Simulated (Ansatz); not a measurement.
One change: `N[Si](N)(N)Cl` becomes `N[SiH](N)N`.

Ansatz, PBE0-D4/def2-TZVP geometries, multiplicity 1. Each molecule was computed in one conformer, which needn't be the lowest.

```csv
property,`N[Si](N)(N)Cl`
zero-point energy (PBE0-D4/def2-TZVP) / kJ/mol,211.7
LUMO energy (B3LYP/def2-TZVPP) / eV,0.45
LUMO energy (ωB97M-V/def2-TZVPP) / eV,2.19
HOMO energy (B3LYP/def2-TZVPP) / eV,-7.20
size of the dipole moment (B3LYP/def2-TZVPP) / D,1.41
HOMO–LUMO gap (ωB97M-V/def2-TZVPP) / eV,12.02
```

Give the same properties after the change, and the shifts. (Estimate.)

Computed: 
```json
{"property": "zero-point energy (PBE0-D4/def2-TZVP) / kJ/mol", "`N[SiH](N)N`": "231.3", "shift": "19.6"}
{"property": "LUMO energy (B3LYP/def2-TZVPP) / eV", "`N[SiH](N)N`": "0.73", "shift": "0.28"}
{"property": "LUMO energy (ωB97M-V/def2-TZVPP) / eV", "`N[SiH](N)N`": "2.45", "shift": "0.26"}
{"property": "HOMO energy (B3LYP/def2-TZVPP) / eV", "`N[SiH](N)N`": "-6.61", "shift": "0.59"}
{"property": "size of the dipole moment (B3LYP/def2-TZVPP) / D", "`N[SiH](N)N`": "1.10", "shift": "-0.31"}
{"property": "HOMO–LUMO gap (ωB97M-V/def2-TZVPP) / eV", "`N[SiH](N)N`": "11.71", "shift": "-0.31"}
```

With PBE0 the HOMO rises by 0.59 eV and the LUMO rises by 0.28 eV, so the gap narrows by about 0.31 eV. PBE moves the HOMO by 0.59 eV and ωB97M-V by 0.58 eV. Dipoles are sizes alone; their direction can turn.

B3LYP here is the variant with VWN-RPA as its local correlation; programs differ in this.
